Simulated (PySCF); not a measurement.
Compound: C2H7BrGaN.
SMILES with atom numbers: `[CH2:1]=[CH:2][Ga@@H-:3]([NH3+:4])[Br:5]` (hydrogens: H6, H7 on C1; H8 on C2; H9 on Ga3; H10, H11, H12 on N4)
Bond orders are those of one Lewis drawing.

Method: PBE0-D3(BJ)/def2-SVP geometry optimisation, gas phase in PySCF; density fitting, grid level 1; the optimiser is geomeTRIC in internal coordinates, started from a GFN2-xTB structure with every atom displaced at random (about 0.01 Å).

Step 0: E = -126067.0226 eV
```
atom  x, y, z in Å  |  force x, y, z in eV/Å
C1      2.2712   -0.4502    0.3046   -1.930   1.135  -0.564
C2      1.3707    0.0016   -0.6061    0.187  -0.087   1.080
Ga3    -0.2879    1.0099   -0.0546    0.465  -0.901  -0.952
N4     -1.9252   -0.4843   -0.1762   -1.054   0.637   0.705
Br5    -0.5244    1.3602    2.1890   -0.003   0.042   0.863
H6      2.0943   -0.2529    1.3593    0.061  -0.083   0.388
H7      3.1652   -0.9620    0.0421    1.058  -0.608  -0.346
H8      1.6081   -0.1746   -1.6597   -0.086  -0.013  -0.208
H9     -0.9922    2.0867   -0.9087   -0.124   0.312  -0.280
H10    -2.8096   -0.0444    0.1916    1.161  -0.384  -0.403
H11    -2.1580   -0.8165   -1.1091    0.110  -0.101  -0.182
H12    -1.7730   -1.3015    0.4205    0.153   0.051  -0.101
```

Step 1: E = -126067.1833 eV
```
atom  x, y, z in Å  |  force x, y, z in eV/Å
C1      2.1690   -0.4533    0.3128    0.063   0.026  -0.152
C2      1.2948    0.0080   -0.5922    0.032   0.051   0.121
Ga3    -0.3072    1.0353   -0.0839   -0.059  -0.208  -0.356
N4     -1.8489   -0.4832   -0.1804   -0.200   0.203   0.072
Br5    -0.4954    1.3600    2.2248   -0.023  -0.016   0.186
H6      2.0262   -0.2761    1.3841   -0.015  -0.017   0.075
H7      3.0807   -1.0015    0.0297   -0.100   0.026   0.028
H8      1.5222   -0.1773   -1.6528   -0.035  -0.002   0.018
H9     -1.0050    2.1485   -0.9499    0.041  -0.010   0.026
H10    -2.7099   -0.0740    0.1920    0.094  -0.020  -0.010
H11    -2.0664   -0.8390   -1.1121    0.096  -0.013   0.000
H12    -1.6208   -1.2753    0.4204    0.106  -0.020  -0.008
```

**Question.** Estimate the geometry and energy of step 2. (The exact step hangs on the optimiser's Hessian estimate; all steps are aligned on step 1, rigid shifts and turns removed.)

**Answer.** E = -126067.1936 eV, largest force 0.165 eV/Å
```
atom  x, y, z in Å  |  force x, y, z in eV/Å
C1      2.1588   -0.4488    0.3156    0.009  -0.042   0.004
C2      1.2879    0.0165   -0.5884    0.037   0.023   0.003
Ga3    -0.3178    1.0344   -0.1035   -0.044  -0.093  -0.129
N4     -1.8409   -0.4752   -0.1781   -0.073   0.068   0.032
Br5    -0.4883    1.3390    2.2217   -0.040   0.002   0.088
H6      2.0144   -0.2873    1.3912   -0.013   0.023  -0.006
H7      3.0591   -1.0088    0.0303   -0.003   0.007   0.003
H8      1.5157   -0.1731   -1.6474   -0.003   0.000  -0.010
H9     -1.0116    2.1499   -0.9648    0.026   0.011   0.017
H10    -2.6998   -0.0741    0.2014    0.005  -0.016   0.010
H11    -2.0517   -0.8395   -1.1076    0.038  -0.003  -0.007
H12    -1.5866   -1.2609    0.4222    0.062   0.020  -0.004
```

The energy changes by -0.0103 eV. The first-order estimate −F·Δx gives -0.0154 eV and the mean of the old and new forces, exact on a quadratic surface, -0.0101 eV. The step makes an angle of 68° with the force vector and moves no atom by more than 0.037 Å.

What follows is the cost of the whole optimisation. On Arm Neoverse V2, one thread, on a shared host, this took 68 s of wall time and 0.54 GiB of memory at its peak.
